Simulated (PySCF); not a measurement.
**Electron correlation in O⁻ (oxygen, charge -1)**

[He] 2s2 2p5, 2P determinant. All numbers are calculated (PySCF 2.14, the spin-free X2C one-electron Hamiltonian (Gaussian nucleus), in aug-cc-pVQZ-DK (6s5p4d3f2g, 80 functions)). Frozen: 1s2; 7 electrons correlated.

```
  level  correlation energy (mhartree)
   CCSD                        -240.57
    (T)                          -9.67
CCSD(T)                        -250.24
```

Diagnostics: T1 = 0.022, D1 = 0.0447, largest double amplitude 0.041.

Is a single reference adequate?

Yes: T1 lies below 0.03 and no double amplitude reaches 0.07.
